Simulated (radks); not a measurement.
Species: S+. Configuration: [Ne] 3s2 3p3. All-electron calculation, non-relativistic Kohn-Sham, Tao-Mo meta-GGA, spin-polarised, spherical densities, point nucleus; open shells are filled with parallel spins first; meta-GGA in the generalised Kohn-Sham scheme. Program: a radial shooting solver on a logarithmic mesh with Libxc functionals.

Local quantities along the radius. ELF = 1/(1 + alpha^2) is the electron localisation function; alpha = (tau - tau_W)/tau_unif compares the Pauli kinetic energy density with that of the uniform gas (summed over spins); s = |grad rho|/(2 (3 pi^2)^(1/3) rho^(4/3)) is the reduced gradient.

| r (bohr) | ELF | alpha | s |
|---|---|---|---|
| 0.004629 | 1.000 | 0.01029 | 0.3913 |
| 0.005261 | 1.000 | 0.01057 | 0.3939 |
| 0.006027 | 1.000 | 0.01093 | 0.3970 |
| 0.00685 | 1.000 | 0.01132 | 0.4005 |
| 0.007785 | 1.000 | 0.01179 | 0.4044 |
| 0.00892 | 1.000 | 0.01238 | 0.4092 |
| 0.01014 | 1.000 | 0.01305 | 0.4144 |
| 0.01152 | 1.000 | 0.01386 | 0.4204 |
| 0.0132 | 1.000 | 0.01491 | 0.4278 |
| 0.015 | 1.000 | 0.01613 | 0.4358 |
| 0.01719 | 1.000 | 0.01774 | 0.4457 |
| 0.01954 | 1.000 | 0.01966 | 0.4565 |
| 0.0222 | 1.000 | 0.02209 | 0.4690 |
| 0.02544 | 0.999 | 0.02547 | 0.4846 |
| 0.02891 | 0.999 | 0.02967 | 0.5018 |
| 0.03286 | 0.999 | 0.03531 | 0.5218 |
| 0.03765 | 0.998 | 0.04360 | 0.5468 |
| 0.04279 | 0.997 | 0.05469 | 0.5745 |
| 0.04863 | 0.995 | 0.07070 | 0.6068 |
| 0.05572 | 0.991 | 0.09633 | 0.6468 |
| 0.06332 | 0.982 | 0.1338 | 0.6902 |
| 0.07197 | 0.964 | 0.1929 | 0.7387 |
| 0.08245 | 0.919 | 0.2959 | 0.7933 |
| 0.09371 | 0.828 | 0.4559 | 0.8413 |
| 0.1065 | 0.665 | 0.7101 | 0.8734 |
| 0.122 | 0.449 | 1.107 | 0.8660 |
| 0.1387 | 0.296 | 1.543 | 0.7940 |
| 0.1576 | 0.227 | 1.846 | 0.6541 |
| 0.1806 | 0.237 | 1.792 | 0.4763 |
| 0.2053 | 0.325 | 1.441 | 0.3484 |
| 0.2352 | 0.490 | 1.021 | 0.2910 |
| 0.2673 | 0.653 | 0.7296 | 0.3004 |
| 0.3038 | 0.768 | 0.5500 | 0.3489 |
| 0.348 | 0.834 | 0.4456 | 0.4266 |
| 0.3955 | 0.861 | 0.4013 | 0.5180 |
| 0.4496 | 0.863 | 0.3985 | 0.6290 |
| 0.515 | 0.831 | 0.4510 | 0.7750 |
| 0.5854 | 0.735 | 0.6008 | 0.9411 |
| 0.6653 | 0.508 | 0.9841 | 1.114 |
| 0.7622 | 0.214 | 1.917 | 1.199 |
| 0.8663 | 0.102 | 2.966 | 1.006 |
| 0.9846 | 0.123 | 2.676 | 0.5992 |
| 1.128 | 0.337 | 1.403 | 0.3436 |
| 1.282 | 0.679 | 0.6875 | 0.3472 |
| 1.457 | 0.850 | 0.4194 | 0.4653 |
| 1.669 | 0.895 | 0.3427 | 0.6358 |
| 1.897 | 0.894 | 0.3443 | 0.8292 |
| 2.157 | 0.868 | 0.3903 | 1.075 |
| 2.471 | 0.805 | 0.4928 | 1.433 |
| 2.808 | 0.691 | 0.6682 | 1.918 |
| 3.217 | 0.495 | 1.010 | 2.696 |
| 3.656 | 0.275 | 1.624 | 3.855 |
| 4.156 | 0.109 | 2.861 | 5.762 |
| 4.761 | 0.029 | 5.830 | 9.341 |
| 5.411 | 0.006 | 12.81 | 15.64 |
| 6.15 | 0.001 | 32.05 | 28.00 |
| 7.046 | 0.000 | 100.1 | 56.58 |

On this mesh the ELF has minima near r = 0.16, 0.87 bohr, which separate the shells, and maxima near 0.45 (0.86), 1.7 (0.89).

Self-consistent cycle (total energy in hartree, residual of the potential): 1: -397.212586, 2e+00; 2: -397.490034, 1e+00; 3: -397.627429, 2e-01; 4: -397.628434, 1e-02; 5: -397.628448, 2e-03; 6: -397.628449, 2e-04; 7: -397.628449, 6e-05; 8: -397.628449, 2e-05; 9: -397.628449, 2e-06; 10: -397.628449, 1e-06.
